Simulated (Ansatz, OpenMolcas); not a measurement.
**Abstraction of Cl: GaH(CH3)Cl + C3H5 → GaH(CH3) + C3H5Cl**

Species: GaH(CH3)Cl, singlet; C3H5 `C=[C]C`, doublet; GaH(CH3), doublet; C3H5Cl (2-chloropropene) `C=C(C)Cl`, singlet. A radical takes Cl: the energy is the difference in strength between the Ga–Cl bond broken and the C–Cl bond made.

Shapes, held fixed at every level: PBE0-D4/def2-TZVP. Programs: Ansatz 0.2.0, OpenMolcas 26.06. A level may come from different programs for different species; with the same settings they agree closely. Electronic energies: no zero-point or thermal term.

```json
{"level": "HF/STO-3G", "kind": "Hartree–Fock", "ΔE (kJ/mol)": "-162.2"}
{"level": "HF/3-21G", "kind": "Hartree–Fock", "ΔE (kJ/mol)": "+166.7"}
{"level": "HF/def2-SVP", "kind": "Hartree–Fock", "ΔE (kJ/mol)": "+117.9"}
{"level": "B3LYP/6-31G* (spherical functions)", "kind": "global hybrid", "ΔE (kJ/mol)": "+58.3"}
{"level": "PBE0/def2-SVP", "kind": "global hybrid", "ΔE (kJ/mol)": "+68.1"}
```

PBE0/def2-SVP gives ΔE = +68.1 kJ/mol; the levels span -162.2 to +166.7. They disagree on the sign: 4 of 5 are positive. The median of the levels is +68.1. No measured value is set beside it here. Spin contamination: C3H5 (⟨S²⟩ up to 1.09), GaH(CH3) (⟨S²⟩ up to 1.33). Open shells run unrestricted. Relativity is left out for Ga. Rows in sets without polarisation functions are far from converged.
